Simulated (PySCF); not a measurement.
C₃H₁₃BN₂Si (SMILES CB(C)N(C)[SiH2]N), singlet, geometry from GFN2-xTB, with bond 10-2 at 1.8 times its length; CASSCF(4,4)+NEVPT2/STO-3G (PySCF).

PySCF was given this input:
```python
from pyscf import gto, scf, mcscf, mrpt
import numpy

mol = gto.M(
    atom='''
Si    1.15567218   -0.89504404   -0.33993258
N     2.70614334   -0.14818898   -0.19062960
N    -0.02476055    0.27885322    0.19910697
C     0.46338406    1.49215566    0.84244317
B    -1.41165096    0.10859336    0.02915530
C    -1.98119358   -1.23731710   -0.59299304
C    -2.42575782    1.25906643    0.45335759
H     1.22246078   -2.04157103    0.57110228
H     0.81776969   -1.28673147   -1.71559820
H     3.01274886    1.38376121   -1.11355773
H     3.50742509   -0.75091424   -0.27515971
H    -0.12865781    1.71374330    1.73004750
H     0.39151324    2.34640219    0.16371559
H     1.50077110    1.37113061    1.14203793
H    -1.42290958   -2.11572629   -0.27873784
H    -3.02661014   -1.40040255   -0.33906045
H    -1.92504448   -1.20430045   -1.68040604
H    -2.48775248    1.33851101    1.53918190
H    -3.43542410    1.07722862    0.09230920
H    -2.11945215    2.23930604    0.09102701
''',
    basis='sto-3g',
    verbose=4,
)

mf = scf.RHF(mol)
mf.kernel()
mc = mcscf.CASSCF(mf, 4, 4)
mc.fix_spin_(ss=0.0)
mc.kernel()
occ = numpy.linalg.eigvalsh(mc.fcisolver.make_rdm1(mc.ci, mc.ncas, mc.nelecas))[::-1]
ss = mc.fcisolver.spin_square(mc.ci, mc.ncas, mc.nelecas)[0]
print('natural occupations', occ.round(4), ' <S^2>', round(ss, 4))
e2 = mrpt.NEVPT(mc).kernel()
print('E(NEVPT2) = %.10f' % (mc.e_tot + e2))
```

Output, abridged:

```
PySCF version 2.14.0

[INPUT] verbose = 4
[INPUT] num. atoms = 20
[INPUT] num. electrons = 64
[INPUT] charge = 0
[INPUT] spin (= nelec alpha-beta = 2S) = 0
[INPUT] symmetry False subgroup None
[INPUT] Mole.unit = angstrom
[INPUT] Symbol           X                Y                Z      unit          X                Y                Z       unit  Magmom
[...]
nuclear repulsion = 377.123682916266
number of shells = 36
number of NR pGTOs = 156
number of NR cGTOs = 52
basis = sto-3g
ecp = {}

******** <class 'pyscf.scf.hf.RHF'> ********
method = RHF
initial guess = minao
damping factor = 0
level_shift factor = 0
DIIS = <class 'pyscf.scf.diis.CDIIS'>
diis_start_cycle = 1
diis_space = 8
diis_damp = 0
SCF conv_tol = 1e-09
SCF conv_tol_grad = None
SCF max_cycles = 50
direct_scf = True
direct_scf_tol = 1e-13
Set gradient conv threshold to 3.16228e-05
Initial guess from minao.
init E= -537.818868372949
[...]
cycle= 1 E= -537.016355857593  delta_E= 0.803  |g|= 0.537  |ddm|= 5.15
[...]
cycle= 2 E= -537.110787091015  delta_E= -0.0944  |g|= 0.287  |ddm|= 1.13
[...]
cycle= 3 E= -537.139978704395  delta_E= -0.0292  |g|= 0.0464  |ddm|= 0.428
[...]
cycle= 4 E= -537.141162172625  delta_E= -0.00118  |g|= 0.0119  |ddm|= 0.102
[...]
cycle= 5 E= -537.141248395633  delta_E= -8.62e-05  |g|= 0.00449  |ddm|= 0.0262
[...]
cycle= 6 E= -537.141277818949  delta_E= -2.94e-05  |g|= 0.0026  |ddm|= 0.0155
[...]
cycle= 7 E= -537.141294212734  delta_E= -1.64e-05  |g|= 0.00118  |ddm|= 0.0159
[...]
cycle= 8 E= -537.141298112539  delta_E= -3.9e-06  |g|= 0.000359  |ddm|= 0.0091
[...]
cycle= 9 E= -537.141298400644  delta_E= -2.88e-07  |g|= 6.76e-05  |ddm|= 0.00271
[...]
cycle= 10 E= -537.1412984061  delta_E= -5.46e-09  |g|= 1.62e-05  |ddm|= 0.00032
[...]
cycle= 11 E= -537.141298406316  delta_E= -2.17e-10  |g|= 3.74e-06  |ddm|= 4.94e-05
[...]
Extra cycle  E= -537.141298406324  delta_E= -7.28e-12  |g|= 1.64e-06  |ddm|= 7.65e-06
converged SCF energy = -537.141298406324

******** <class 'pyscf.mcscf.mc1step.CASSCF'> ********
CAS (2e+2e, 4o), ncore = 30, nvir = 18
max_cycle_macro = 50
max_cycle_micro = 4
conv_tol = 1e-07
conv_tol_grad = None
orbital rotation max_stepsize = 0.02
orbital rotation threshold for CI restart = 0.01
augmented hessian ah_max_cycle = 30
augmented hessian ah_conv_tol = 1e-12
augmented hessian ah_linear dependence = 1e-14
augmented hessian ah_level shift = 1e-08
augmented hessian ah_start_tol = 2.5
augmented hessian ah_start_cycle = 3
augmented hessian ah_grad_trust_region = 3
kf_trust_region = 3
kf_interval = 4
ci_response_space = 4
ci_grad_trust_region = 3
with_dep4 0
natorb = False
canonicalization = True
sorting_mo_energy = False
ao2mo_level = 2
internal_rotation = False
******** <class 'pyscf.fci.addons.SpinPenaltyFCISolver'> ********
max. cycles = 50
conv_tol = 1e-08
davidson only = True
linear dependence = 1e-12
level shift = 0.001
max iter space = 12
nroots = 1
pspace_size = 400
spin = None
CASCI E = -537.173111514120  S^2 = 0.0000000
Set conv_tol_grad to 0.000316228
macro iter   1 ( 21 JK    4 micro), CASSCF E = -537.227084612533  dE = -5.39730984e-02  S^2 = 0.0000000
               |grad[o]|=0.0941  |grad[c]|=0.0683  |ddm|=0.133  |maxRot[o]|=0.312
macro iter   2 ( 21 JK    4 micro), CASSCF E = -537.241660193062  dE = -1.45755805e-02  S^2 = 0.0000000
               |grad[o]|=0.0693  |grad[c]|=0.0401  |ddm|=0.0411  |maxRot[o]|= 0.15
macro iter   3 ( 20 JK    4 micro), CASSCF E = -537.244270227048  dE = -2.61003399e-03  S^2 = 0.0000000
               |grad[o]|=0.0185  |grad[c]|=0.0213  |ddm|=0.0285  |maxRot[o]|=0.164
macro iter   4 ( 21 JK    4 micro), CASSCF E = -537.245164644609  dE = -8.94417561e-04  S^2 = 0.0000000
               |grad[o]|=0.00584  |grad[c]|=0.0122  |ddm|=0.011  |maxRot[o]|=0.159
macro iter   5 ( 21 JK    4 micro), CASSCF E = -537.245283654062  dE = -1.19009453e-04  S^2 = 0.0000000
               |grad[o]|=0.00385  |grad[c]|=0.0318  |ddm|=0.0335  |maxRot[o]|=0.082
[...]
CASSCF energy = -537.245482648395
CASCI E = -537.245482648395  E(CI) = -3.52683035841346  S^2 = 0.0000000
natural occupations [1.9856 1.6932 0.3068 0.0144]  <S^2> 0.0

******** <class 'pyscf.mrpt.nevpt2.NEVPT'> ********
NEVPT2 (2e+2e, 4o), ncore = 30, nvir = 18
root = 0
Natural occ [1.98560022 1.69319789 0.30680108 0.01440081]
Natural orbital (expansion on meta-Lowdin AOs) in CAS space
               #1        #2        #3        #4
0 Si 1s          0.00014   0.00008   0.00006  -0.00002
0 Si 2s         -0.00172  -0.00064  -0.00019  -0.00030
0 Si 3s          0.03193   0.02900   0.02748  -0.01437
0 Si 2px         0.00289  -0.00180  -0.00162  -0.00011
0 Si 2py        -0.00195  -0.00186  -0.00084   0.00163
0 Si 2pz        -0.00044   0.00051   0.00028  -0.00206
0 Si 3px        -0.01640   0.06510   0.07803   0.01815
0 Si 3py         0.01002   0.01482   0.02074  -0.06055
0 Si 3pz         0.06386   0.04121   0.01320   0.05653
1 N 1s           0.00007  -0.00128   0.00165  -0.00015
1 N 2s          -0.00942  -0.11145  -0.20366   0.01203
1 N 2px          0.00604  -0.09319  -0.09755  -0.01312
1 N 2py         -0.00290  -0.41197  -0.46125   0.00095
1 N 2pz         -0.00626   0.54632   0.46793  -0.00640
2 N 1s          -0.00244   0.00005  -0.00003  -0.00405
2 N 2s          -0.25717  -0.00118   0.00388   0.27801
2 N 2px          0.37776  -0.00337  -0.00137  -0.25998
2 N 2py         -0.26447   0.00439  -0.00210   0.12278
2 N 2pz          0.66127  -0.01035  -0.00611  -0.31755
3 C 1s          -0.00071  -0.00005   0.00012   0.00033
3 C 2s           0.02261   0.00247  -0.00675  -0.02288
3 C 2px         -0.01046   0.00429  -0.00429   0.02338
3 C 2py         -0.02689   0.00715   0.00210   0.01355
3 C 2pz         -0.01467  -0.00029   0.00606   0.07941
4 B 1s           0.00231  -0.00011  -0.00009   0.00675
4 B 2s          -0.23937   0.00356   0.00258  -0.34248
4 B 2px         -0.31567   0.00471   0.00352  -0.40034
4 B 2py         -0.17055   0.00199  -0.00091  -0.31256
4 B 2pz          0.25665  -0.00320   0.00040   0.56191
5 C 1s          -0.00039  -0.00002  -0.00003  -0.00081
5 C 2s           0.00045   0.00151   0.00213   0.02915
5 C 2px         -0.00335   0.00235   0.00308   0.01950
5 C 2py         -0.01602  -0.00226  -0.00272   0.04815
5 C 2pz          0.01620   0.00266   0.00208  -0.01282
6 C 1s          -0.00047   0.00001   0.00001  -0.00090
6 C 2s           0.00531  -0.00060  -0.00044   0.03436
6 C 2px         -0.00251  -0.00099  -0.00116   0.03157
6 C 2py         -0.00562   0.00049   0.00061  -0.02165
6 C 2pz          0.02480   0.00121   0.00017  -0.04081
7 H 1s          -0.07427  -0.08689  -0.08318  -0.02394
8 H 1s           0.06522   0.04711   0.02258   0.03174
9 H 1s          -0.00245  -0.70083   0.70656   0.00020
10 H 1s          0.00576   0.04937   0.05412  -0.00868
11 H 1s         -0.03578  -0.00481   0.00535  -0.01046
12 H 1s          0.09006   0.00229  -0.00017   0.01736
13 H 1s         -0.05760   0.00407  -0.00407   0.01411
14 H 1s          0.00965  -0.00003   0.00058  -0.02230
15 H 1s         -0.01789  -0.00010  -0.00146  -0.06704
16 H 1s          0.00989  -0.00076  -0.00033   0.07990
17 H 1s          0.00180   0.00060  -0.00012  -0.06809
18 H 1s         -0.01658   0.00051   0.00073  -0.02358
19 H 1s          0.01702  -0.00053  -0.00012   0.07727
<CAS-nat-orb|mo-hf>  31     31       0.64565089
<CAS-nat-orb|mo-hf>  32     30      -0.56211407
<CAS-nat-orb|mo-hf>  32     32       0.71823468
<CAS-nat-orb|mo-hf>  33     33       0.98521981
<CAS-nat-orb|mo-hf>  34     34       0.69839636
<CAS-nat-orb|mo-hf>  34     52      -0.46374033
Sr    (-1)',   E = -0.00002187673627
Si    (+1)',   E = -0.00001772354581
Sijrs (0)  ,   E = -0.26397183706902
Sijr  (+1) ,   E = -0.00843101043302
Srsi  (-1) ,   E = -0.00733426048169
Srs   (-2) ,   E = -0.00055984005024
Sij   (+2) ,   E = -0.00107599659333
Sir   (0)' ,   E = -0.02931276893296
Nevpt2 Energy = -0.310725313842334
E(NEVPT2) = -537.5562079622
```
